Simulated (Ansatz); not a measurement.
Frontier orbitals of `[CH3][SbH][C](N)([GaH2])O[SiH3]`.

```xyz
18

C     0.249    2.690    0.812
Sb    1.517    0.948    0.791
C    -0.113   -0.443    0.325
N    -1.121   -0.361    1.311
Ga   -1.000   -0.006   -1.449
O     0.482   -1.791    0.273
Si    0.950   -2.316   -1.197
H     0.101    3.035   -0.212
H     0.732    3.484    1.383
H    -0.707    2.433    1.266
H     1.361    0.664    2.481
H    -1.915   -0.964    1.124
H    -0.786   -0.519    2.255
H    -2.449   -0.595   -1.626
H    -0.409    1.076   -2.420
H     2.295   -1.860   -1.625
H     0.831   -3.788   -1.292
H    -0.018   -1.688   -2.201
```

Total charge 0; spin multiplicity 1. Correlated methods include outer-core shells of Ga, Sb, which these sets cover unevenly. Scalar relativity is left out up to krypton. Sb takes the def2 core potential. All single points use the PBE0-D4/def2-TZVP geometry. It is one conformer, not always the lowest. Basis def2-TZVPP, Ansatz 0.2.0.

Orbital energies of one run (eV). Highest occupied ones, from the top: -5.68, -6.19, -6.90, -7.44, -7.64, -8.20, -8.73, -9.34, -9.99, -10.30, -10.41, -10.71, -11.43, -12.48. Empty: -1.96, -0.92, -0.77, -0.33, 0.14, 0.25.

Which functional gave them?
A. CAM-B3LYP
B. HSE06 (plane-wave form)
C. ωB97X-V
D. B97M-V

D. HOMO energies: B97M-V -5.68, HSE06 -6.09, ωB97X-V -8.65, CAM-B3LYP -7.72 eV.
